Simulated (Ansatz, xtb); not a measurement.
## CH5SiTe+: which of two isomers lies lower

Structure I: `C[Te+]=[SiH2]`, a singlet. Structure II: `C1[SiH2][TeH+]1`, a singlet. Both are isolated ions in the gas phase, relaxed with PBE0-D3(BJ)/def2-SVP.

I (Å):

```tsv
atom	x (Å)	y (Å)	z (Å)
C	0.7396	1.2309	0.8883
Si	-0.5788	-1.7554	1.7710
Te	0.3643	0.1774	2.7403
H	0.1754	2.1703	0.9443
H	0.4163	0.6296	0.0306
H	1.8198	1.4197	0.8506
H	-0.7208	-1.8777	0.2999
H	-1.0303	-2.8529	2.6566
```

II (Å):

```xyz
8

C    -0.1021    0.2499    2.1602
Si   -0.5320   -0.1313    0.4092
Te    1.3493   -1.3752    1.6802
H    -0.7625   -0.1106    2.9604
H     0.4293    1.1712    2.4291
H     0.0286    0.7168   -0.6622
H    -1.6646   -1.0449    0.1557
H     2.4688   -0.2839    1.1020
```

Quicker runs give these differences E(II) − E(I): GFN2-xTB +0.424 eV; HF/STO-3G +0.415 eV (at GFN2-xTB geometries); r2SCAN-D4/def2-SVP +0.106 eV (at GFN2-xTB geometries).

Question: Estimate E(II) − E(I) at the level CCSD(T)/def2-TZVP.

Answer: Calculated at CCSD(T)/def2-TZVP: E(II) − E(I) = +0.144 eV, so structure I lies lower.

How the difference moves with the method:

```json
{"level": "GFN2-xTB", "geometry": "GFN2-xTB", "E(II) − E(I) (eV)": "+0.424", "departure from the last row (eV)": "+0.280", "job, with rough time for the two": "optimisation, 0.26 s"}
{"level": "HF/STO-3G", "geometry": "GFN2-xTB", "E(II) − E(I) (eV)": "+0.415", "departure from the last row (eV)": "+0.272", "job, with rough time for the two": "single point, 0.77 s"}
{"level": "r2SCAN-D4/def2-SVP", "geometry": "GFN2-xTB", "E(II) − E(I) (eV)": "+0.106", "departure from the last row (eV)": "−0.037", "job, with rough time for the two": "single point, 2.2 s"}
{"level": "PBE0-D3(BJ)/def2-SVP", "geometry": "PBE0-D3(BJ)/def2-SVP", "E(II) − E(I) (eV)": "+0.111", "departure from the last row (eV)": "−0.033", "job, with rough time for the two": "optimisation, 72 s"}
{"level": "HF/def2-TZVP", "geometry": "PBE0-D3(BJ)/def2-SVP", "E(II) − E(I) (eV)": "+0.242", "departure from the last row (eV)": "+0.098", "job, with rough time for the two": "part of the CCSD(T) run"}
{"level": "MP2/def2-TZVP", "geometry": "PBE0-D3(BJ)/def2-SVP", "E(II) − E(I) (eV)": "+0.111", "departure from the last row (eV)": "−0.032", "job, with rough time for the two": "part of the CCSD(T) run"}
{"level": "CCSD(T)/def2-TZVP", "geometry": "PBE0-D3(BJ)/def2-SVP", "E(II) − E(I) (eV)": "+0.144", "departure from the last row (eV)": "", "job, with rough time for the two": "single point, 51 s"}
```

As drawn, II has 1 C–Si, 1 Si–Te, 1 Te–H in place of 1 Si=Te, 1 C–H. Structure I has no ring, II a 3-membered ring.

The levels shown agree on the order. The largest departure from CCSD(T)/def2-TZVP is that of GFN2-xTB, 0.280 eV.

With harmonic frequencies from PBE0-D3(BJ)/def2-SVP (ideal gas, rigid rotor, one conformer each, 298.15 K, 1 atm): the zero-point term adds −0.070 eV; ΔH is +0.050 and ΔG +0.122 eV.

The correlated steps freeze 10 core orbitals; the filled d shell of Te is correlated, in a basis made for valence electrons. Atoms past krypton carry core potentials in the def2 sets, other sets are all-electron and non-relativistic, and no spin–orbit term is included. Mirror images aren't counted in ΔG. Codes used: Ansatz 0.2.0, xtb 6.7.1; the last row on 2 threads of Intel(R) Xeon(R) Processor @ 2.70GHz on a shared host.
